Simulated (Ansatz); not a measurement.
Job for Ansatz (a quantum-chemistry and plane-wave program): R-CCSD(T)/aug-cc-pV(Q+d)Z on N2 (SMILES N#N). Files ending in .json are basis or fitting sets from the Basis Set Exchange.

Ansatz 0.2 input:
```yaml
crystal:
  periodic: [false, false, false]
  atoms:
    - {symbol: N, position_ang: [0.64685212, -0.21103397, -0.51132429]}
    - {symbol: N, position_ang: [-0.33486306, 0.26386645, -0.48760990]}
basis:
  gaussian:
    orbitals: aug-cc-pV_Q+d_Z.json
magnetization: {spin_polarized: false}
correlation: {method: ccsd_t, electrons: outside_noble_gas}
scf: {lower_state_search: off}
```

Program output:

```
WARN ansatz: RAYON_NUM_THREADS=2 ignored (pool sized by the plan → 2); use --threads N
Functional definition: HF
these checks for a lower state are left out or cut short: stability, starts, cluster_reference, orbital_swaps, neighbouring_geometries, increment
integrals: 0.43 GiB planned
984 factors; integrals over basis functions are off by at most 7.4e-4 eV
mean field: 0.31 GiB planned
mean field evaluation 1: about -2965.5190 eV, gradient 1.2e1 eV
mean field evaluation 2: about -2965.5194 eV, gradient 1.2e1 eV
mean field evaluation 4: about -2965.8447 eV, gradient 6.3e-1 eV
mean field evaluation 8: about -2965.8457 eV, gradient 1.6e-4 eV
mean field -2965.84568098 eV, -108.9928184535 hartree, gradient 1.2e-6 eV, S^2 0.000000; 0 other end points of the search recorded, 0 dependent functions left out
2 core orbitals not correlated
reference -2965.84568098 eV, -108.9928184535 hartree; 5, 5 occupied and 153, 153 virtual orbitals, 984 factors
second order -10.88221272 eV of doubles, -0.00000000 eV of singles
coupled cluster: 1.03 GiB planned
cycle   1  -10.28681812 eV  change    6.0e-1 eV  update   8.3e-2
cycle   2  -10.65637627 eV  change   -3.7e-1 eV  update   2.5e-2
cycle   3  -10.71782348 eV  change   -6.1e-2 eV  update   9.7e-3
cycle   4  -10.71913821 eV  change   -1.3e-3 eV  update   2.2e-3
cycle   5  -10.72154849 eV  change   -2.4e-3 eV  update   6.4e-4
cycle   6  -10.72155386 eV  change   -5.4e-6 eV  update   1.3e-4
cycle   7  -10.72161465 eV  change   -6.1e-5 eV  update   2.7e-5
cycle   8  -10.72163211 eV  change   -1.7e-5 eV  update   6.9e-6
cycle   9  -10.72162850 eV  change    3.6e-6 eV  update   1.6e-6
perturbative correction -0.54860119 eV, -0.0201607220 hartree
Total energy: -2977.11591067 eV, -109.4069917553 hartree
Checks for a lower state left out: stability, starts, cluster_reference, orbital_swaps, neighbouring_geometries, increment
```

The run converged.

Cost: about 11 core-seconds (a rough figure).
